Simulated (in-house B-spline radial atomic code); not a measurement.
## Ho VIII (Ho7+): [Ne] 3s1 3p6 3d10 4s2 4p6 4d10 4f9 5s2 5p4 (with a hole in an inner shell)

Level of theory: Dirac-Hartree-Fock, average of configuration, Fermi nucleus of rms radius 5.2022 fm; calculated with an all-electron radial atomic-structure program (B-spline basis).

Z_r = [3n² - l(l+1)]/(2<r>); Z_e = n√(-2ε); the last column is Slater's effective charge. Values are occupation-weighted means over j. An effective charge above Z reflects the relativistic contraction of the inner shells.

```
shell  electrons   ε (eV)  <r> (bohr)    Z_r    Z_e  Slater
   1s          2   -56137     0.02074  72.34  64.23   66.70
   2s          2  -9649.2     0.08749  68.58  53.26   62.85
   2p          6  -8602.5     0.07769  64.36  50.29   62.85
   3s          1  -2326.6      0.2288  59.01  39.23   56.10
   3p          6  -1984.1      0.2267  55.14  36.23   56.10
   3d         10    -1555      0.2064  50.88  32.07   46.85
   4s          2  -579.67      0.5127  46.81  26.11   40.10
   4p          6  -467.08      0.5411  42.51  23.44   40.10
   4d         10  -306.66      0.5805  36.18  18.99   28.85
   5s          2  -160.12       1.177  31.86  17.15   15.30
   4f          9  -133.66      0.6659  27.03  12.54   19.20
   5p          4  -128.34       1.303  28.00  15.36   15.30
```

The least bound orbital is 5p3/2 at -125.9 eV, and it is also the most diffuse (<r> = 1.324 bohr). The part-filled 3s shell lies below the filled 5s shell in orbital energy.

Spin-orbit splittings of the orbital energies (j = l + 1/2 above j = l - 1/2 when positive): 2p 860.3 eV, 3p 184.7 eV, 3d 40.02 eV, 4p 42.86 eV, 4d 8.062 eV, 4f 1.331 eV, 5p 7.45 eV.

For the 1s electron the small component carries 6.27 % of the norm, the zero-frequency Breit interaction raises the level by 174.4 eV, self-energy by 106.2 eV, and vacuum polarisation lowers it by 18.11 eV.
